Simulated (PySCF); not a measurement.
Isomers of C5H6OS, mass 114.014 u with the commonest isotopes. The calculation used PBE0-D3(BJ)/def2-SVP geometry optimisation, gas phase in PySCF 2.14.0. One conformer each, none proved a minimum here; rigid rotors.

Question: Order these by dipole moment, smallest first.
A. `[CH3:1][S:2][c:3]1[cH:4][cH:5][o:6][cH:7]1` with C1–S2–C3–C4 180°
B. `[SH:1][CH2:2][c:3]1[cH:4][cH:5][cH:6][o:7]1` with H–S1–C2–C3 -61°, S1–C2–C3–C4 -107°
C. `[CH3:1][O:2][c:3]1[cH:4][cH:5][s:6][cH:7]1` with C1–O2–C3–C4 180°

Answer: A (0.89 D), C (1.11 D), B (1.47 D).

Question: Order these by radius of gyration √(Σ m r²/M), largest first.
A. `[CH3:1][S:2][c:3]1[cH:4][cH:5][o:6][cH:7]1` with C1–S2–C3–C4 180°
B. `[CH3:1][O:2][c:3]1[cH:4][cH:5][cH:6][s:7]1` with C1–O2–C3–C4 179°
C. `[CH3:1][O:2][c:3]1[cH:4][cH:5][s:6][cH:7]1` with C1–O2–C3–C4 180° (3-methoxythiophene)
D. `[SH:1][CH2:2][c:3]1[cH:4][cH:5][cH:6][o:7]1` with H–S1–C2–C3 -61°, S1–C2–C3–C4 -107°

Answer: D (1.988 Å), A (1.921 Å), C (1.894 Å), B (1.789 Å).

Question: Order these by rotational constant B, smallest first.
A. `[SH:1][CH2:2][c:3]1[cH:4][cH:5][cH:6][o:7]1` with H–S1–C2–C3 -61°, S1–C2–C3–C4 -107° (furfuryl mercaptan)
B. `[CH3:1][O:2][c:3]1[cH:4][cH:5][cH:6][s:7]1` with C1–O2–C3–C4 179°
C. `[CH3:1][O:2][c:3]1[cH:4][cH:5][s:6][cH:7]1` with C1–O2–C3–C4 180° (3-methoxythiophene)
D. `[CH3:1][S:2][c:3]1[cH:4][cH:5][o:6][cH:7]1` with C1–S2–C3–C4 180°

Answer: A (1297 MHz), D (1504 MHz), C (1570 MHz), B (1925 MHz).

```tsv
SMILES	point group	Ia (u·Å²)	Ib (u·Å²)	Ic (u·Å²)	κ	μa (D)	μb (D)	μc (D)
COc1ccsc1	Cs	88.76	321.81	407.33	-0.85	0.89	0.66	0.00
CSc1ccoc1	Cs	86.08	336.11	418.91	-0.87	0.37	0.81	0.00
SCc1ccco1	C1	83.78	389.77	427.86	-0.95	1.31	0.09	0.67
COc1cccs1	Cs	103.85	262.53	363.12	-0.69	0.83	0.77	0.03
```
